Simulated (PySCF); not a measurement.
Cl₂HMoO₂, SMILES [Cl][Mo]([Cl])(=[O])[OH] (connectivity only; charge and spin as stated), neutral, multiplicity 2. Geometry optimised at PBE-D3(BJ)/def2-SVP. The multiplicity is an assumed one; other spin states were not compared. The def2 effective core potentials stand for the cores of Mo; spin–orbit coupling is left out. One conformer was computed; it need not be the lowest.

All values below come from PBE-D3(BJ)/def2-SVP (PySCF).

Harmonic wavenumbers (cm⁻¹): 95, 99, 149, 151, 245, 394, 403, 442, 565, 713, 1017, 3645. Rotational constants (GHz): 2.152, 1.714, 1.362; symmetry number 1.

**Question.** Work out the zero-point energy and the ideal-gas rigid-rotor harmonic-oscillator thermochemistry at 298.15 K and 1 atm.

**Answer.** ZPE = ½ Σ hcν = ½ × 7919 cm⁻¹ = 47.37 kJ/mol. H − E(el) = 69.03 kJ/mol. Entropy in J/(mol K): translation 174.82, rotation 119.45, vibration 74.36, spin 5.76, total 374.39. G − E(el) = -42.60 kJ/mol. Cp = 100.51 J/(mol K). Modes under 150 cm⁻¹ make the vibrational entropy uncertain.
